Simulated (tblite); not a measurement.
C4H10O2Si.
Cartesian coordinates in Å at the GFN2-xTB level; atoms count from 1:
```
atom  x, y, z in Å
C1    -1.3858   -1.5578   -0.5681
C2    -0.9902   -0.3368    0.2481
C3    -1.6886    0.9297   -0.2335
O4     0.4365   -0.1777    0.1162
C5     1.0995    0.4422    1.0910
O6     0.5812    0.8762    2.0919
Si7    2.9698    0.5289    0.6836
H8    -1.1537   -1.3910   -1.6171
H9    -0.8416   -2.4346   -0.2265
H10   -2.4516   -1.7407   -0.4636
H11   -1.2075   -0.4935    1.3129
H12   -2.7644    0.8201   -0.1299
H13   -1.4461    1.1136   -1.2780
H14   -1.3652    1.7812    0.3604
H15    3.1378    0.0435   -0.6825
H16    3.6748   -0.3125    1.6490
H17    3.3881    1.9211    0.8295
```

Level: GFN2-xTB in tblite, geometry and Hessian alike; calculated harmonic values, unscaled, isolated species. The method is semi-empirical: single wavenumbers can be off by several per cent or more. Modes of hydrogen on silicon can be 10 to 20 % off. One conformer, not necessarily the lowest. The optimisation stopped once no atom felt more than 0.01 eV/Å.

Lowest wavenumbers of the output (negative numbers stand for imaginary wavenumbers):
```
mode    cm-1
  1     -34.1
  2      45.2
  3      91.5
  4     124.8
  5     178.6
  6     215.7
  7     241.1
  8     333.9
```

**Question.** Is this structure a minimum?

**Answer.** Not by this Hessian. 1 mode is imaginary beyond 20i (34i cm⁻¹), so at this level the point lies at or near a first-order saddle. The curvature is small, so loose convergence or finite differences may be the whole cause.

**Question.** Which atoms move in the imaginary mode?

**Answer.** 34i: H16 (Si–H hydrogen) 35 %, H17 (Si–H hydrogen) 33 %, H15 (Si–H hydrogen) 26 %. These are shares of the mass-weighted motion.

**Question.** What is the remedy?

**Answer.** Step along that mode in both directions, optimise again with tighter thresholds and repeat the frequencies. The zero-point energy of this point (81.1 kcal/mol) counts the 44 real modes alone, and thermal corrections from it aren't those of a minimum.
